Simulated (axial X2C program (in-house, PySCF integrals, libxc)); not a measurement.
What spin–orbit coupling does to NbF⁺

Computed with an in-house relativistic program for diatomic molecules. Spin-free means the one-electron spin-free X2C Hamiltonian; two-component (2c) means X2C with spin–orbit coupling and atomic mean-field two-electron Coulomb and Gaunt terms, so the difference of the two also holds small scalar two-electron terms. Basis: Nb dyall-cv3z [11s12p9d5f3g], F dyall-av3z [7s6p3d2f] (cores contracted in-house); Gaussian nuclei, density fitting, unrestricted open shells. Masses: Nb 92.906 u, F 18.998 u.

Spin-free state: M_S = 3/2, Λ = 0 (beyond evenly filled blocks: σα, δ+α, δ-α); fragments Nb+ + F.

```
  level  Re (Å)  ωe (cm⁻¹)  De (eV)  μ (D)
   PBE0   1.782      750.4    5.261  -4.48
     HF   1.823      677.8    3.120  -6.10
    MP2   1.806      706.3    5.547    n/a
   CCSD   1.810      706.7    5.068    n/a
CCSD(T)   1.810      708.9    5.296    n/a
    LDA   1.758      795.7    6.957  -3.70
```

Correlated methods: 11 electrons correlated (number of frozen shells: Nb 4 s, 3 p, 1 d; F 1 s), 293 virtual spin orbitals or spinors in MP2, 90 natural virtuals in coupled cluster.

Dipoles are positive if F is the positive end and refer to the centre of mass.

Two-component determinant lowest at the distance of the search:

Ω = 3/2 (⟨Sz⟩ = 1.49, ⟨Lz⟩ = 0.01 at HF); fragments Nb+ + F.

```
  level  Re (Å)  ωe (cm⁻¹)  μ (D)
   PBE0   1.783      749.6  -4.48
     HF   1.824      676.6  -6.10
    MP2   1.807      704.0    n/a
   CCSD   1.811      704.7    n/a
CCSD(T)   1.811      706.9    n/a
    LDA   1.758      794.9  -3.70
```

(1) From the two tables, how do the constants change at the CCSD(T) level (2c against spin-free)?

One determinant describes the state; a PBE0 search over occupations chose it and may have missed a lower one. De is counted from the lowest determinant-based energies of the atoms at the same level, without counterpoise correction. De is not given where an atomic determinant may have missed its ground term or J level, or where the truncated virtual space spoils (T). Density functionals use the spin component along the axis (collinear). Coupled cluster ran in a truncated set of natural virtual spinors; the MP2 energy of the rest was added. (T) has no such correction and the atoms are truncated less, which lowers De at CCSD(T) by a hundredth of an eV or more. PBE0 can misorder states that lie within some tenths of an eV, so this need not be the ground state of the molecule. The nearest other spin-free determinant of the search, M_S = 3/2, Λ = 1, lies 0.12 eV up at the distance of the search. Without a current term, density functionals place determinants with orbital angular momentum somewhat too high. With several unpaired electrons one determinant need not be a pure state. A state of lower Ω lies just above, and one determinant can place such states too high, so the state shown need not be the lowest. The search has Ω = 1/2 only 0.08 eV up. The outer-core s and p shells of the metal are frozen in the correlated rows, which leaves out core–valence correlation; for alkali and alkaline-earth bonds that tends to lengthen them. At some level and bond length an empty orbital lies below a filled one. This is the top spin component of a Σ state; components of lower Ω are not single determinants and can lie lower. With the outer-core shells frozen, correlated bond lengths of heavy atoms tend to come out a few hundredths of an ångström too long.

Results:

(1) At the CCSD(T) level Re rises by 0.001 Å and ωe goes down by 2.0 cm⁻¹.
